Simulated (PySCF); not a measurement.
**Correlation energy of Al (aluminium, neutral)**

[Ne] 3s1 3p1 3d1, one real determinant (an excited configuration). All numbers are calculated (PySCF 2.14, the spin-free X2C one-electron Hamiltonian (Gaussian nucleus), in dyall-av3z (19s12p3d2f, 84 functions)). Frozen: [Ne]; 3 electrons correlated; the 22 highest virtual orbitals of each spin left out.

```csv
level,correlation energy (mhartree)
CCSD,-17.58
(T),-3.21
CCSD(T),-20.79
```

Diagnostics: T1 = 0.047, D1 = 0.1099, largest double amplitude 0.460.

The real determinant used has ⟨L²⟩ near 8 against 12 for a pure F term, so it mixes terms. The outer electron is Rydberg-like, and this basis confines it to a smaller radius and binds it less than a complete one would. T1 exceeds 0.03, a sign that the reference determinant is poor. A double-excitation amplitude exceeds 0.15, a sign of near-degeneracy.

Cost of the coupled-cluster step: about 3 core-seconds, for 3 correlated electrons.

The reference is one real determinant that mixes LS terms of this configuration.
